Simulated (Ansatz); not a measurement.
One change: `B[CH2][GeH2][F]` becomes `C=C[CH2][GeH2][F]`.

Ansatz, PBE0-D4/def2-TZVP geometries, multiplicity 1. Each molecule was computed in one conformer, which needn't be the lowest.

Scalar relativity is left out up to krypton.

```csv
property,`B[CH2][GeH2][F]`
LUMO energy (PBE/def2-TZVPP) / eV,-2.73
HOMO–LUMO gap (ωB97M-V/def2-TZVPP) / eV,11.45
size of the dipole moment (ωB97M-V/def2-TZVPP) / D,1.31
size of the dipole moment (PBE/def2-TZVPP) / D,1.03
HOMO–LUMO gap (PBE0/def2-TZVPP) / eV,7.35
HOMO energy (ωB97M-V/def2-TZVPP) / eV,-11.33
```

(1) Give the same properties after the change, and the shifts. (An estimate is asked.)

## Answers

(1) Computed: 
```
                                          property  `C=C[CH2][GeH2][F]`  shift
                 LUMO energy (PBE/def2-TZVPP) / eV                -1.18   1.55
           HOMO–LUMO gap (ωB97M-V/def2-TZVPP) / eV                11.22  -0.23
size of the dipole moment (ωB97M-V/def2-TZVPP) / D                 2.24   0.93
    size of the dipole moment (PBE/def2-TZVPP) / D                 2.11   1.08
              HOMO–LUMO gap (PBE0/def2-TZVPP) / eV                 7.09  -0.26
             HOMO energy (ωB97M-V/def2-TZVPP) / eV                -9.51   1.82
```

With PBE0 the HOMO rises by 1.80 eV and the LUMO rises by 1.54 eV, so the gap narrows by about 0.26 eV. PBE moves the HOMO by 1.56 eV and ωB97M-V by 1.82 eV. Dipoles are sizes alone; their direction can turn.
